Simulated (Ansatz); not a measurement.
Born–Oppenheimer molecular dynamics of BFH7NSi2 (12 atoms, charge 0, multiplicity 1). It starts from a relaxed structure.

Level of theory: UKS B3LYP-D4/STO-3G in Ansatz 0.2.0.

```
ensemble                      : NVE (velocity Verlet)
time step                     : 1 fs
steps asked                   : 155
starting velocities drawn for : 3000 K
seed                          : 924050
```

First frame:

```xyz
12
Properties=species:S:1:pos:R:3
B -1.029 1.113 0.142
Si -0.046 -0.079 1.410
N 0.959 -0.961 0.208
Si 0.501 -0.622 -1.395
F -0.235 0.950 -1.200
H -0.960 2.261 0.374
H -2.113 0.739 -0.116
H -0.798 -1.054 2.178
H 0.899 0.518 2.334
H 1.973 -1.076 0.396
H -0.632 -1.356 -1.919
H 1.557 -0.488 -2.377
```

Problem. What does the run give?

Solution. The run went to its last step.

| Quantity | Value |
| --- | --- |
| steps done | 155 |
| time covered | 155 fs |
| mean temperature over the second half | 1493 K |
| spread of the potential energy over the second half | 35.0 meV per atom |
| mean potential energy of the second half above the start | 167.4 meV per atom |

The conserved energy wandered by up to 9.0 meV per atom (net 4.0 meV per atom), which is poor conservation. The temperature averaged 0.50 of the 3000 K drawn at the start: a run that starts near a minimum puts about half its kinetic energy into the potential. A run of 0.15 ps of so small a system gives no equilibrium averages. Limits of this set-up: minimal basis.

Problem. What happens to the structure?

Solution. The same pairs are bonded in the first frame and the last. Pairs count as bonded within 1.25 times the sum of covalent radii (0.12 Å more for H–H). This is one draw of velocities; another would differ in detail.

Problem. How do temperature and energy run in time?

Solution. 
```csv
time (fs),T (K),potential energy less start (eV),conserved less start (meV/atom)
0.0,3000,0.000,0.00
13.0,1583,1.879,3.98
26.0,1898,1.470,3.76
39.0,1919,1.440,3.54
52.0,1504,2.007,6.09
65.0,711,3.037,6.54
78.0,1441,2.099,6.98
91.0,1108,2.533,7.27
104.0,949,2.744,7.78
117.0,1289,2.271,4.95
130.0,1674,1.791,6.38
143.0,1314,2.227,4.02
```

Run time: 9.9 min on 1 CPU thread of a shared host.
